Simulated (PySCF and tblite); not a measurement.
Values are calculated unless marked as measured or tabulated.
System: C₃H₄GeO₂, numbered as in [CH:1]#[C:2][C:3](=[O:4])[O:5][GeH3:6].

Motion: shift of Ge6 from O5 to O4. GFN2-xTB gives an electronic barrier of 9.0 kcal/mol.

Spin–orbit effects of heavy atoms on shieldings are missing.

Problem. What does PBE0/pcSseg-1 + D3(BJ) give on PBE0-D3(BJ)/def2-SVP geometries?

Solution. A barrier of 12.6 kcal/mol, 3.6 above the tight-binding barrier (from unrounded values) and, with GFN2-xTB thermal terms, ΔG‡(298 K) = 12.2 kcal/mol and k = 1.4×10⁴ s⁻¹ (2 equivalent paths).

Problem. And the level of the geometries itself, PBE0-D3(BJ)/def2-SVP?

Solution. 12.0 kcal/mol.

Programs: tblite and PySCF.
